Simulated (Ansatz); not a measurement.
**CH3BCl2O (methoxydichloroborane): the energy to break a bond**

The species is CH3BCl2O (8 atoms), meant as a singlet with charge 0. SMILES: `COB(Cl)Cl`. Geometry: optimised at r2SCAN/def2-SVP.

| atom | x (Å) | y (Å) | z (Å) |
| --- | --- | --- | --- |
| C | -0.1714 | -0.6469 | 0.9428 |
| O | 0.0051 | -0.5422 | -0.4615 |
| B | 0.2133 | 0.5775 | -1.1563 |
| Cl | 0.3880 | 0.4528 | -2.9039 |
| Cl | 0.3222 | 2.1742 | -0.3921 |
| H | 0.4481 | -1.4804 | 1.3025 |
| H | 0.1144 | 0.2814 | 1.4589 |
| H | -1.2274 | -0.8736 | 1.1537 |

Wanted: the dissociation energy of the H6–C1 bond into doublet H and doublet CH2BCl2O (shapes relaxed at r2SCAN/def2-SVP, no zero-point term). 1 Eh = 2625.50 kJ/mol = 27.2114 eV. Totals in Eh; open shells run unrestricted unless said.

| level | program | CH3BCl2O | doublet H | doublet CH2BCl2O |
| --- | --- | --- | --- | --- |
| HF/def2-SVP | Ansatz | -1057.901684 | -0.499278 | -1057.270668 |
| PBE/def2-SVP | Ansatz | -1059.570652 | -0.498629 | -1058.911748 |
| B3LYP/def2-SVP | Ansatz | -1060.153475 | -0.501259 | -1059.488484 |

**Question.** Work out the dissociation energy at each level.

**Answer.** 
1. HF/def2-SVP: (-0.499278) + (-1057.270668) − (-1057.901684) = 0.131738 Eh = 345.9 kJ/mol = 3.58 eV.
2. PBE/def2-SVP: (-0.498629) + (-1058.911748) − (-1059.570652) = 0.160275 Eh = 420.8 kJ/mol = 4.36 eV.
3. B3LYP/def2-SVP: (-0.501259) + (-1059.488484) − (-1060.153475) = 0.163732 Eh = 429.9 kJ/mol = 4.46 eV.

The levels span 346 to 430 kJ/mol; no measured value is set beside them. Hartree–Fock lacks the correlation of the electrons that are unpaired, so it comes out low. A bond enthalpy at 298 K also holds the loss of zero-point energy and thermal terms.
